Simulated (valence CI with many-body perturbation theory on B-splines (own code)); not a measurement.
# Rh4+: what each term of the Hamiltonian does

Computed by configuration interaction combined with many-body perturbation theory (CI+MBPT): five valence electrons over a frozen Dirac-Fock core [Kr], radial functions for each j: 7 s, 7 p, 8 d, 6 f, 4 g, 1 h, with the one-electron correlation potential Σ1, the two-electron term Σ2, the three-electron term Σ3, Breit, model QED; selected CI, second order for the rest, scaled by the run's own slope (own B-spline code, finite nucleus).

No measured spectrum was set against this ion. As an estimate, terms of the open shell hold to 2 to 4 % of their energy, and close levels can change places; different configurations can be misplaced against each other by 1,000 to 8,000 cm⁻¹. Core correlation moves these levels by up to 18000 cm⁻¹, and in measured spectra 5 to 20 % of such shifts remained as error; rates that hang on mixing are uncertain with them. Among the levels kept, up to 1900 cm⁻¹ of a level comes from second order outside the variational space, and about a tenth of that is noise between levels of different J, which matters for small intervals. Only levels of the ground parity were solved; by the run's estimate the other parity begins above the list, which can be wrong where configurations are misplaced.

Each rung adds one term. CI alone is the Dirac-Coulomb CI over the frozen core; QED comes last and gives the full result, which names the levels. Energies are above 4d⁵ ⁶S_5/2 on the same rung, in cm⁻¹.

Names give the largest LS component (configuration and term), which can be under half, so a name can repeat, a term be missing and a line seem to break the LS rules; names also repeat where a configuration has a term twice. Letters in brackets count levels of one name in rising energy.

| Level | CI alone | Σ1 | Σ2 | Σ3 | Breit | QED | Full |
| --- | --- | --- | --- | --- | --- | --- | --- |
| 4d⁵ ⁴G_5/2 | 26613 | +290 | -1616 | -304 | +33 | -0.3 | 25017 |
| 4d⁵ ⁴G_7/2 | 27032 | +360 | -1697 | -287 | +2.7 | +1.0 | 25411 |
| 4d⁵ ⁴G_11/2 | 27224 | +377 | -1708 | -292 | -42 | +1.3 | 25560 |
| 4d⁵ ⁴G_9/2 | 27274 | +388 | -1703 | -284 | -29 | +2.2 | 25649 |
| 4d⁵ ⁴P_5/2 | 27848 | +257 | +306 | -397 | +104 | -5.5 | 28111 |
| 4d⁵ ⁴P_3/2 | 28334 | +286 | +434 | -370 | +81 | -3.9 | 28761 |
| 4d⁵ ⁴P_1/2 | 28950 | +342 | +789 | -397 | +42 | -0.6 | 29726 |
| 4d⁵ ⁴D_7/2 | 31847 | +410 | -980 | -184 | +0.4 | +1.6 | 31094 |
| 4d⁵ ⁴D_1/2 | 32545 | +493 | -370 | -309 | -41 | +6.7 | 32323 |
| 4d⁵ ⁴D_5/2 | 32900 | +501 | -68 | -345 | -69 | +9.0 | 32928 |
| 4d⁵ ⁴D_3/2 | 32950 | +524 | -16 | -351 | -73 | +9.4 | 33042 |
| 4d⁵ ²I_11/2 | 39576 | +518 | -3171 | -553 | -8.1 | +0.1 | 36363 |
| 4d⁵ ²I_13/2 | 40398 | +607 | -3260 | -532 | -80 | +3.8 | 37136 |
| 4d⁵ ²D_5/2 [a] | 39607 | +463 | +465 | -528 | +59 | -0.5 | 40066 |
| 4d⁵ ²D_3/2 [a] | 40828 | +480 | +194 | -498 | +44 | -0.1 | 41049 |
| 4d⁵ ⁴F_7/2 | 42497 | +482 | -638 | -508 | +40 | -1.0 | 41873 |
| 4d⁵ ⁴F_9/2 | 42731 | +499 | -967 | -349 | +24 | -0.4 | 41937 |
| 4d⁵ ⁴F_5/2 | 43287 | +575 | -387 | -482 | -14 | +4.9 | 42984 |
| 4d⁵ ²F_7/2 [a] | 43861 | +677 | +286 | -524 | -67 | +8.8 | 44242 |

The middle columns are the shifts that each term adds.

(1) How does the ionisation energy move along the ladder, and which term matters most?

Answers

(1) CI alone 61.021, + Σ1 62.371, + Σ2 63.556, + Σ3 63.520, + Breit 63.545, + QED 63.549 eV. The largest step is Σ1, 1.350 eV. NIST lists 63 ± 1.9 eV (theoretical).
